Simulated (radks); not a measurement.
Q: The mean radii <r> (bohr) of the occupied orbitals of an atom or ion are listed with their occupations. Calculated with a radial shooting solver on a logarithmic mesh with Libxc functionals: non-relativistic Kohn-Sham, OLYP, spin-unpolarised, spherical densities, point nucleus.

orbital  occ.      <r>
1s          2  0.06706
2s          2   0.3106
2p          6   0.2748
3s          2   0.9423
3p          6   0.9933
3d          2    1.175

Name the element and its charge.

A: Z = 23, vanadium, charge +3: V3+ in [Ar] 3d2. The 1s radius gives Z: for a bare nucleus <r> = 1.5/Z, 0.06522 bohr for Z = 23, and screening makes it slightly larger (0.06706 here). The occupations add up to 20, and the charge is Z minus that.
